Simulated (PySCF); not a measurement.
1-fluoro-1-methoxyethene (C3H5FO), SMILES O(C)C(=C)F.

Coordinates come from a r2SCAN-D4/def2-SVP optimisation. A frequency run showed that this geometry is not a minimum. Other conformers were not sampled.

Level of theory: PBE/def2-TZVP run with PySCF.

Symmetry labels are those of the subgroup Cs that the program uses (full group Cs).

Computed valence orbital energies around the gap with their symmetry:
```json
[
 {"orbital": "HOMO−7", "symmetry": "A'", "energy (eV)": "-12.23"},
 {"orbital": "HOMO−6", "symmetry": "A\"", "energy (eV)": "-10.78"},
 {"orbital": "HOMO−5", "symmetry": "A'", "energy (eV)": "-10.71"},
 {"orbital": "HOMO−4", "symmetry": "A'", "energy (eV)": "-10.10"},
 {"orbital": "HOMO−3", "symmetry": "A'", "energy (eV)": "-9.46"},
 {"orbital": "HOMO−2", "symmetry": "A'", "energy (eV)": "-8.61"},
 {"orbital": "HOMO−1", "symmetry": "A\"", "energy (eV)": "-8.36"},
 {"orbital": "HOMO", "symmetry": "A\"", "energy (eV)": "-5.33"},
 {"orbital": "LUMO", "symmetry": "A\"", "energy (eV)": "-0.03"},
 {"orbital": "LUMO+1", "symmetry": "A'", "energy (eV)": "0.55"},
 {"orbital": "LUMO+2", "symmetry": "A'", "energy (eV)": "1.08"},
 {"orbital": "LUMO+3", "symmetry": "A'", "energy (eV)": "1.87"}
]
```
